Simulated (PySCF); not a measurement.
Compound: AsAsSbSb tetrahedron, Sb2As2.
Z-matrix (Å and degrees, PBE0-D3(BJ)/def2-SVP geometry), rows numbered from 1:
```
As
As  1  2.4552
Sb  1  2.6364  2   62.38
Sb  2  2.6361  1   62.37  3   -73.82
```

Method used: PySCF 2.14.0, PBE0-D3(BJ)/def2-SVP geometry optimisation, gas phase, def2 core potentials past Kr.

Masses are those of the commonest isotopes; rigid-rotor values at the optimised geometry. The values belong to one conformer.

Question: What are A, B and C (GHz)?

Answer: Ia = 548.51, Ib = 701.57, Ic = 798.47 u·Å²; 505379 MHz·u·Å²/I gives 921.4, 720.4 and 632.9 MHz, that is A = 0.9214, B = 0.7204, C = 0.6329 GHz.

Question: What kind of rotor is it?

Answer: An asymmetric top. Ray's parameter κ = (2B − A − C)/(A − C) = -0.394; −1 is the prolate and +1 the oblate limit.

Question: Is it planar, by Δ = Ic − Ia − Ib?

Answer: Not planar: Δ = Ic − Ia − Ib = -451.62 u·Å². For a rigid frame Δ = −2 Σ m c², so Σ m c² = 225.81 u·Å² lies off the ab plane. The atom farthest from that plane is 1.23 Å away.

Question: Give the coordinates in the principal-axis frame, origin at the centre of mass.

Answer: The sense of each axis is arbitrary; atoms in the order of the calculation.
```tsv
atom	mass (u)	a (Å)	b (Å)	c (Å)
As1	74.922	-0.008	-1.153	-1.228
As2	74.922	0.010	-1.154	1.227
Sb3	120.904	-1.403	0.714	0.005
Sb4	120.904	1.402	0.715	-0.004
```

Question: List the rotational levels J(Ka,Kc) to J = 3 (MHz).

Answer: Above 0(0,0):
J = 1: 1(0,1) 1353, 1(1,1) 1554, 1(1,0) 1642
J = 2: 2(0,2) 4037, 2(1,2) 4173, 2(1,1) 4436, 2(2,1) 5039, 2(2,0) 5062
J = 3: 3(0,3) 8014, 3(1,3) 8089, 3(1,2) 8610, 3(2,2) 9099, 3(2,1) 9204, 3(3,1) 10335, 3(3,0) 10339
The levels of one J sum to (2J + 1)J(J + 1)(A + B + C)/3.

Question: Which lines would a microwave search look for?

Answer: The dipole components are |μa| = 0.00 D, |μb| = 0.99 D, |μc| = 0.00 D; the symmetry axis of this C2v structure is b, so μa and μc vanish by symmetry and there are no a-type or c-type lines. Some of the stronger lines:

```
type  branch         J(Ka,Kc)   MHz  lower level (cm⁻¹)
   b       Q  3(2,1) ← 3(1,2)   594               0.287
   b       Q  2(2,1) ← 2(1,2)   865               0.139
   b       Q  5(3,2) ← 5(2,3)   945               0.725
   b       Q  3(3,1) ← 3(2,2)  1236               0.303
   b       Q  4(3,2) ← 4(2,3)  1291               0.483
   b       Q  4(4,1) ← 4(3,2)  1682               0.527
   b       Q  5(5,0) ← 5(4,1)  2151               0.810
   b       R  2(2,0) ← 1(1,1)  3507               0.052
   b       R  4(2,3) ← 3(1,2)  5884               0.287
   b       R  5(1,4) ← 4(2,3)  6492               0.483
   b       R  4(2,2) ← 3(1,3)  6680               0.270
   b       R  4(4,1) ← 3(3,0)  7128               0.345
   b       R  5(3,2) ← 4(2,3)  8200               0.483
   b       R  5(2,3) ← 4(1,4)  8457               0.443
   b       R  5(4,2) ← 4(3,1)  8473               0.527
```

Question: Estimate the classical rotational partition function at 25 K, 200 K and 500 K.

Answer: Point group C2v, symmetry number σ = 2; q = (√π/σ)·√((kT/h)³/(ABC)), k/h = 20836.6 MHz/K: 16300 at 25 K, 368000 at 200 K, 1450000 at 500 K.

PBE0-D3(BJ)/def2-SVP frequencies: not computed here. These are rigid-rotor constants of the computed structure; measured ground-state constants (B0) also hold zero-point vibration. Quadrupole hyperfine structure (75As) is left out.

The run took 86 s wall on Intel Xeon Platinum 8488C, one thread, shared host with 192 logical CPUs at a one-minute load of 66, and the process peaked at 0.54 GiB of memory. That covers the optimisation of the geometry.
